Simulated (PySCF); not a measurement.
C₄H₄ClF, SMILES C=C(F)/C=C\Cl. Atoms are numbered in the order given.

```xyz
10

C      0.1076    -2.6707     0.0000
C     -0.0387    -1.3377     0.0000
F     -1.2723    -0.8128     0.0000
C      1.0622    -0.3857     0.0000
C      1.0435     0.9579     0.0000
Cl    -0.3509     1.9818     0.0000
H     -0.7668    -3.3225     0.0000
H      1.1028    -3.1147     0.0000
H      2.0548    -0.8442     0.0000
H      1.9776     1.5230     0.0000
```
Charge 0, spin multiplicity 1.

Geometry optimised at B3LYP-D3(BJ)/def2-SVP. The structure was generated by enumeration; whether it is a known compound was not checked. One conformer was computed; it need not be the lowest.

Level of theory: TDA-PBE/def2-SVPD run with PySCF.

Vertical excitations. Gas-phase values at a fixed geometry. State labels are in the subgroup Cs.

```tsv
state	symmetry	energy (eV)	λ (nm)	f	main pairs
S1	A"	5.17	240	0.000	HOMO−1→LUMO 100 %
S2	A'	5.43	228	0.771	HOMO→LUMO 81 %
S3	A"	5.71	217	0.001	HOMO→LUMO+1 92 %
S4	A'	5.75	216	0.029	HOMO−2→LUMO 69 %, HOMO→LUMO+3 25 %
S5	A"	5.93	209	0.000	HOMO→LUMO+2 92 %
S6	A"	6.61	188	0.010	HOMO→LUMO+4 99 %
S7	A"	6.83	182	0.000	HOMO−3→LUMO 99 %
S8	A"	7.05	176	0.009	HOMO→LUMO+5 99 %
S9	A'	7.27	171	0.127	HOMO→LUMO+3 30 %, HOMO−4→LUMO 25 %, HOMO−1→LUMO+1 14 %, HOMO−1→LUMO+2 9 %
S10	A"	7.32	169	0.005	HOMO→LUMO+6 98 %
T1	A'	2.93	423	0	HOMO→LUMO 98 %
T2	A'	4.69	264	0	HOMO−2→LUMO 90 %
T3	A"	5.04	246	0	HOMO−1→LUMO 100 %
T4	A"	5.44	228	0	HOMO→LUMO+1 97 %
```
Triplets are in the Tamm–Dancoff approximation.
